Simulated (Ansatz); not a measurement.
`[NH2][Ga]([SH])[Cl]`, 7 atoms. The species carries charge 0 and has multiplicity 1. Correlated methods include outer-core shells of Ga, which these sets cover unevenly. Scalar relativity is left out up to krypton. All runs use 4 threads of a server CPU on a shared host. Correlated methods freeze the cores.

(1) How many basis functions does each run have, and how long does it take in Ansatz? RHF-CCSD(T)/def2-SVP energy; RKS ωB97M-V/def2-SVP energy; RHF-MP2/def2-QZVPP energy; RHF-CCSD(T)/def2-TZVPP energy; RKS ωB97M-V/def2-QZVPP energy; RKS SPW92 (LDA)/def2-TZVPP energy; RKS PBE0-D4/def2-TZVP relaxation (9 steps); RKS PBE0-D4/def2-SVP energy; direct RPA on PBE orbitals/def2-TZVPP energy; RKS CAM-B3LYP-D4/def2-TZVPP energy; RKS PBE0-D4/def2-QZVPP energy; RKS r2SCAN-D4/def2-TZVPP energy and forces. (Best estimate.)

## Answers

(1) The calculation gave: Other jobs shared the machine, so times are rough.

```
                                level                   job  functions  wall time  peak host memory (GiB)
           RKS SPW92 (LDA)/def2-TZVPP                energy        205      1.1 s                    0.27
                 RKS PBE0-D4/def2-SVP                energy         97      1.1 s                     0.2
          RKS CAM-B3LYP-D4/def2-TZVPP                energy        205      3.2 s                    0.68
                 RHF-CCSD(T)/def2-SVP                energy         97      3.4 s                    0.33
direct RPA on PBE orbitals/def2-TZVPP                energy        205      3.7 s                    0.39
                 RKS ωB97M-V/def2-SVP                energy         97      5.5 s                    0.31
             RKS r2SCAN-D4/def2-TZVPP     energy and forces        205      5.5 s                     0.3
               RKS PBE0-D4/def2-QZVPP                energy        376       13 s                     1.2
                   RHF-MP2/def2-QZVPP                energy        376       19 s                     1.6
               RKS ωB97M-V/def2-QZVPP                energy        376       23 s                     1.5
                RKS PBE0-D4/def2-TZVP  relaxation (9 steps)        171       31 s                    0.49
               RHF-CCSD(T)/def2-TZVPP                energy        205       79 s                     2.5
```
